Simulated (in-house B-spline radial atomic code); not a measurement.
Configurations of the neodymium ion Nd⁵⁺, with energies counted from [Kr] 4d10 4f2 5s2 5p5. Level of theory: Dirac-Hartree-Fock, average of configuration, Fermi nucleus of rms radius 4.9123 fm; calculated with an all-electron radial atomic-structure program (B-spline basis). Energies include first-order Breit, QED and recoil terms.

Occupations are held fixed; configurations that lie above the ionisation limit could autoionise.

| configuration | E - E(ref) (eV) | highest orbital | its <r> (bohr) |
| --- | --- | --- | --- |
| [Kr] 4d10 4f3 5s2 5p4 | 14.473 | 4f7/2 | 0.9008 |
| [Kr] 4d10 4f1 5s2 5p5 5g1 | 53.719 | 5g7/2 | 4.463 |
| [Kr] 4d10 4f2 5s2 5p4 7d1 | 63.948 | 7d5/2 | 6.352 |
| [Kr] 4d10 4f2 5s2 5p4 9g1 | 76.012 | 9g7/2 | 18.28 |
| [Kr] 4d9 4f2 5s2 5p5 6s1 | 151.79 | 6s1/2 | 2.809 |
| [Kr] 4d9 4f2 5s2 5p5 9s1 | 184.75 | 9s1/2 | 10.15 |
| [Kr] 4d9 4f2 5s2 5p5 9g1 | 190.74 | 9g7/2 | 18.24 |

(1) Order these further configurations by energy, lowest first.
A. [Kr] 4d10 4f1 5s2 5p5 9s1
B. [Kr] 4d10 4f2 5s2 5p4 6s1
C. [Xe] 4f1
D. [Kr] 4d10 4f1 5s2 5p5 7g1
E. [Kr] 4d9 4f2 5s2 5p5 5g1

(2) How far above the reference does [Kr] 4d10 4f1 5s2 5p5 9g1 lie?

(3) How far above the reference does [Kr] 4d10 4f1 5s2 5p5 9d1 lie?

(4) How far above the reference does [Kr] 4d9 4f2 5s2 5p5 8s1 lie?

(5) Is the reference the lowest configuration at this level of theory?

Answers

(1) C (-10.832 eV), B (37.698 eV), A (61.407 eV), D (63.372 eV), E (177.07 eV).

(2) 67.385 eV; its least bound orbital is 9g7/2 with <r> = 18.25 bohr.

(3) 64.042 eV; its least bound orbital is 9d5/2 with <r> = 12.52 bohr.

(4) 179.76 eV; its least bound orbital is 8s1/2 with <r> = 7.215 bohr.

(5) No: [Xe] 4f1 lies 10.83 eV lower. Averages of configurations without correlation can order differently from the measured ground levels.
